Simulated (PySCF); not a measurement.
pyrrole (C$_{4}$H$_{5}$N), singlet, at a GFN2-xTB geometry. Base run: PySCF with HF/6-31G*.

Here is a job for PySCF.
```python
from pyscf import gto, scf, solvent

mol = gto.M(
    atom='''
H     0.02331855   -0.00569419    2.12133513
N     0.01225989   -0.00299376    1.11530690
C    -0.00104268    1.10746771    0.33287593
C     0.00829435   -1.10923850    0.32682311
C    -0.01369937    0.70723215   -0.97433836
C    -0.00776355   -0.70199109   -0.97818631
H    -0.00054049    2.09153871    0.75876769
H     0.01709616   -2.09558146    0.74733455
H    -0.02586159    1.34596924   -1.83515419
H    -0.01456440   -1.33609757   -1.84247771
''',
    basis='6-31g*',
    verbose=4,
)

mf = scf.RHF(mol)
mf.kernel()
```

The base run was repeated with changes; each row names its change, and settings that it needs were set with it.

```
change                                                          ΔE vs base (kJ/mol)  dipole (D)  HOMO-LUMO gap (eV)
--------------------------------------------------------------  -------------------  ----------  ------------------
base                                                                           0.00        1.93               13.49
model = C-PCM; solvent = dichloromethane                                     -23.30        2.48               13.55
model = IEF-PCM; solvent = dichloromethane; lebedev_order = 41               -21.77        2.46               13.54
model = IEF-PCM; solvent = n-hexane                                           -8.72        2.14               13.51
model = IEF-PCM; solvent = tetrahydrofuran                                   -20.77        2.44               13.54
model = IEF-PCM; solvent = toluene                                           -11.48        2.21               13.52
model = IEF-PCM; solvent = dichloromethane; vdw_scale = 1.1                   -27.9        2.55               13.56
model = COSMO; solvent = dichloromethane                                     -21.93        2.45               13.54
model = IEF-PCM; solvent = dichloromethane; lebedev_order = 11               -20.41        2.44               13.54
model = IEF-PCM; solvent = dichloromethane                                   -21.68        2.46               13.54
model = IEF-PCM; solvent = dichloromethane; vdw_scale = 1.0                   -35.9        2.66               13.58
model = ddCOSMO; solvent = dichloromethane                                   -16.83        2.39               13.54
```

The base is the gas phase, so ΔE is the electrostatic part of solvation at a fixed geometry, without cavity and dispersion terms.
